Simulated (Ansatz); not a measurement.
Input file for Ansatz (a program for electronic structure): R-SVWN5/def2-TZVPP on BFH2O (SMILES OBF), a point of a torsion scan.

Ansatz 0.2 input:
```yaml
crystal:
  periodic: [false, false, false]
  atoms:
    - {symbol: O, position_ang: [0.89970330, -0.03415876, -0.41762503]}
    - {symbol: B, position_ang: [-0.42003503, -0.07048609, -0.25530420]}
    - {symbol: F, position_ang: [-1.13876292, -0.40533484, -1.31511000]}
    - {symbol: H, position_ang: [1.46855211, -0.21687982, 0.32583311]}
    - {symbol: H, position_ang: [-1.00186747, 0.09565760, 0.75605704]}
basis:
  gaussian:
    orbitals: def2-TZVPP
hamiltonian:
  xc: {name: SVWN5}
scf: {lower_state_search: off}
```

The log:

```
WARN ansatz: RAYON_NUM_THREADS=1 ignored (pool sized by the plan → 1); use --threads N
Functional definition: SVWN5
these checks for a lower state are left out or cut short: stability, starts, cluster_reference, orbital_swaps, neighbouring_geometries, increment
integrals: 0.03 GiB planned
594 factors; their error is unknown
mean field: 0.27 GiB planned
mean field evaluation 1: about -5432.3764 eV, gradient 6.1e1 eV
mean field evaluation 2: about -5411.7755 eV, gradient 1.2e2 eV
mean field evaluation 4: about -5438.1740 eV, gradient 9.5e0 eV
mean field evaluation 8: about -5438.2864 eV, gradient 2.2e-1 eV
mean field evaluation 16: about -5438.2865 eV, gradient 2.2e-6 eV
mean field -5438.28648217 eV, -199.8533420169 hartree, gradient 2.2e-6 eV, S^2 0.000000; 0 other end points of the search recorded, 0 dependent functions left out
reference -5438.28651411 eV, -199.8533431907 hartree; 12, 12 occupied and 109, 109 virtual orbitals, 594 factors
Total energy: -5438.28651411 eV, -199.8533431907 hartree
Checks for a lower state left out: stability, starts, cluster_reference, orbital_swaps, neighbouring_geometries, increment
```

The run converged.

Cost: around 0.4 core-seconds (rough).
